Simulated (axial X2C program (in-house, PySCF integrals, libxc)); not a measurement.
# Correcting the dissociation energy of CuF for spin–orbit coupling

A spin-free PBE0 curve (one-electron X2C) was computed with an axial X2C code built on PySCF integrals, basis Cu dyall-v3z [9s9p6d3f2g], F dyall-v3z [6s5p2d1f] (cores contracted in-house), for the state M_S = 0, Λ = 0 (closed shell). It gives D0 = 3.991 eV to Cu + F, which in a spin-free picture are the weighted means of the ground terms.

Measured levels of the ground terms (NIST Handbook of Basic Atomic Spectroscopic Data), in cm⁻¹: Cu 2S: J = 1/2 at 0; F 2P: J = 3/2 at 0, J = 1/2 at 404.1.

The molecular state has Λ = 0, so it has no first-order lowering.

(1) How far does each ground level lie under the (2J+1)-weighted mean of its term?

(2) Correct D0.

Second-order spin–orbit effects in the molecule, which grow quickly with Z, are left out. The state is one determinant whose occupation by symmetry is held fixed; it was picked as the lowest of a PBE0 search that is not exhaustive. Dissociation energies refer to the lowest single-determinant-based atoms at the same level and basis.

Answers

(1) Cu: a single level, 0; F: (4 × 0 + 2 × 404.1)/6 = 135 cm⁻¹.

(2) D0 = 3.991 + (0 − 135)/8065.5 = 3.974 eV at PBE0 with these spin–orbit terms.
